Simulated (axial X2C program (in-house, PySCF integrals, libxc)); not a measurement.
What spin–orbit coupling does to LiHg⁻

All values were computed with an in-house relativistic program for diatomic molecules. Spin-free means the one-electron spin-free X2C Hamiltonian; two-component (2c) means X2C with spin–orbit coupling and atomic mean-field two-electron Coulomb and Gaunt terms, so the difference of the two also holds small scalar two-electron terms. Basis: Hg dyall-acv3z [14s15p10d6f4g], Li dyall-av3z [9s9p3d] (cores contracted in-house); Gaussian nuclei, density fitting, unrestricted open shells. Masses: Hg 201.971 u, Li 7.016 u.

Spin-free state: M_S = 0, Λ = 0 (closed shell); fragments Hg + Li-.

```csv
level,Re (Å),ωe (cm⁻¹),De (eV)
MP2,3.428,84.4,0.150
```

Correlated methods: 14 electrons correlated (number of frozen shells: Hg 5 s, 4 p, 2 d, 1 f; Li 1 s), 296 virtual spin orbitals or spinors in MP2.

Dipoles are positive if Li is the positive end and refer to the centre of mass.

Two-component determinant lowest at the distance of the search:

Ω = 0 (closed shell); fragments Hg + Li-.

```tsv
level	Re (Å)	ωe (cm⁻¹)	De (eV)
MP2	3.298	94.0	0.169
```

(1) From the two tables, how do the constants change at the MP2 level (2c against spin-free)?

One determinant describes the state; a PBE0 search over occupations chose it and may have missed a lower one. De is counted from the lowest determinant-based energies of the atoms at the same level, without counterpoise correction. PBE0 can misorder states that lie within some tenths of an eV, so this need not be the ground state of the molecule. The nearest other spin-free determinant of the search, M_S = 1, Λ = 0, lies 0.39 eV up at the distance of the search.

## Answers

(1) At the MP2 level Re drops by 0.130 Å and ωe rises by 9.6 cm⁻¹; De changes by 0.019 eV.
